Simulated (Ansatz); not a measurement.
C4H6Si, charge +1, doublet, geometry from GFN2-xTB (a state made from the parent by changing its charge; the spin is typed, not shown lowest); Ansatz (a quantum-chemistry and plane-wave program) with SVWN5/cc-pVDZ.

Input for Ansatz:
Ansatz 0.2 input:
```yaml
crystal:
  periodic: [false, false, false]
  atoms:
    - {symbol: C, position_ang: [-1.22297230, 0.75078937, -0.51141486]}
    - {symbol: C, position_ang: [-0.02715283, 1.29312926, -0.17636825]}
    - {symbol: Si, position_ang: [1.27639494, -0.07885050, 0.24867627]}
    - {symbol: C, position_ang: [-0.28677661, -1.22192005, 0.35874349]}
    - {symbol: C, position_ang: [-1.36635914, -0.63823961, -0.21587962]}
    - {symbol: H, position_ang: [-2.01628783, 1.31897589, -0.98269124]}
    - {symbol: H, position_ang: [0.17189996, 2.35218440, -0.14497500]}
    - {symbol: H, position_ang: [1.96693914, 0.11919603, 1.51453988]}
    - {symbol: H, position_ang: [1.99934934, -0.41289031, -0.97056525]}
    - {symbol: H, position_ang: [-0.29750373, -2.19506248, 0.82251505]}
    - {symbol: H, position_ang: [-2.27436082, -1.18105042, -0.45077585]}
basis:
  gaussian:
    orbitals: cc-pVDZ
    point_charges:
      - {charge: 1.0, position_ang: [3.9714, -0.1097, -3.8875]}
hamiltonian:
  xc: {name: SVWN5}
total_charge: 1
magnetization: {spin_polarized: true, initial_magnetization: 1}
```

### Question
What does Ansatz print? Leave out banner, timings and long lists.

### Answer

```
Functional definition: SVWN5
1306 factors; their error is unknown
mean field evaluation 1: about -12011.8741 eV, gradient 6.3e1 eV
mean field evaluation 2: about -11757.7055 eV, gradient 1.9e2 eV
mean field evaluation 4: about -12033.6275 eV, gradient 3.2e1 eV
mean field evaluation 8: about -12039.6168 eV, gradient 6.6e-1 eV
mean field evaluation 16: about -12039.5778 eV, gradient 2.8e-3 eV
mean field -12039.57784256 eV, -442.4463249950 hartree, gradient 7.6e-6 eV, S^2 0.753598; 0 other end points of the search recorded, 0 dependent functions left out
reference -12039.57787774 eV, -442.4463262880 hartree; 22, 21 occupied and 82, 83 virtual orbitals, 1306 factors
Total energy: -12039.57787774 eV, -442.4463262880 hartree
```
